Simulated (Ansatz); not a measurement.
A made-up structure of AlSiH$_{3}$Se, singlet:

```xyz
6
angstrom
Al -0.9656 0.0279 -0.6083
Si 1.2389 0.4009 0.4620
Se 0.1388 -1.3852 1.0940
H -0.8572 -0.5000 -2.0941
H -2.0963 0.9853 -0.0580
H -1.8093 1.1524 -1.1863
```

It is relaxed with PBE-D4/def2-SVP and then PBE0-D4/def2-TZVP (Ansatz 0.2.0). Atoms count as bonded within 1.22 times the sum of their covalent radii (H–H: 0.88 Å). The end point is not checked to be a true minimum.

(1) Does its bonding change? (A judgement: the text doesn't fix the answer.)

## Answers

(1) Computed: Yes. Formed: H5–H6; broken: Al1–H5, Al1–H6.

Where it ends: The first stage lowers the energy by 2.44 eV in 9 steps. It ends as a complex of AlSiHSe ([AlH]1[Si][Se]1) + H₂:
```xyz
6
angstrom
Al -0.3223 -0.1983 -0.9778
Si 1.3880 0.4982 0.5701
Se -0.0439 -1.2072 1.1305
H -1.2149 -0.7548 -2.1527
H -2.3447 0.9090 -0.5429
H -1.8129 1.4345 -0.4180
```

Labels in which every atom is bracketed show which atoms are joined, not bond orders.

For scale, one of the runs: PBE0-D4/def2-TZVP relaxation, 140 basis functions, launched by `ansatz run in.yaml --threads 2 --pin off --events-out ev --progress --plain --max-ram 4352MiB`. The run took about 42 s on 2 CPU threads of an Arm Neoverse V1 (shared host).
